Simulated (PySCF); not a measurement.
Predicted microwave data (PBE0/pcSseg-1 in PySCF (dipole) on a GFN2-xTB geometry, gas phase) for one isomer of C5H5NO:

* Rotational constants: A = 6402, B = 2100, C = 1804 MHz
* Dipole components: |μa| = 2.81 D, |μb| = 0.18 D, |μc| = 2.00 D
* Inertial defect: -39.46 u·Å²
* κ: -0.87

Question: Which candidate fits, each taken in the one conformer that was computed?
A. `N#C[C@@H]1C=COC1`
B. `[CH3:1][C:2](=[O:3])/[CH:4]=[CH:5]/[C:6]#[N:7]` with C1–C2–C4–C5 -178°

Answer: A. It is N#C[C@@H]1C=COC1, an asymmetric top, point group C1. The candidates at the same level (rigid rotor, commonest isotopes):

```json
{"SMILES": "N#C[C@@H]1C=COC1", "A (MHz)": "6402", "B (MHz)": "2100", "C (MHz)": "1804", "μa (D)": "2.81", "μb (D)": "0.18", "μc (D)": "2.00", "Δ (u·Å²)": "-39.46", "point group": "C1", "rotor": "asymmetric top"}
{"SMILES": "CC(=O)/C=C/C#N", "A (MHz)": "9199", "B (MHz)": "1227", "C (MHz)": "1090", "μa (D)": "2.94", "μb (D)": "1.94", "μc (D)": "0.01", "Δ (u·Å²)": "-3.14", "point group": "–", "rotor": "near-prolate asymmetric top"}
```

`CC(=O)/C=C/C#N` has A 44 % too high. No structure here is proved a minimum.
